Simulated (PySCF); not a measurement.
## Co³⁺ (cobalt, charge +3) across methods

[Ar] 3d6, high-spin 5D determinant. All numbers are calculated (PySCF 2.14, the spin-free X2C one-electron Hamiltonian (Gaussian nucleus), in aug-cc-pwCVTZ-DK with one added diffuse shell each of s, p, d, f, g type (11s10p8d5f4g, 152 functions)).

```
method  E (hartree)  mean ε 3p β (eV)  mean ε 3d α (eV)  mean ε 3d β (eV)  Σ⟨r²⟩ (bohr²)   ⟨S²⟩
r2SCAN    -1391.051           -101.61           -47.458           -42.985          12.99  6.001
   UHF  -1389.91026           -113.78           -58.295           -52.115          12.85  6.003
   LDA    -1388.367           -100.80           -47.178           -42.792          13.12  6.001
   PBE    -1390.818           -100.64           -46.927           -42.858          13.10  6.001
  PBE0    -1390.862           -104.32           -49.982           -45.464          13.01  6.001
```
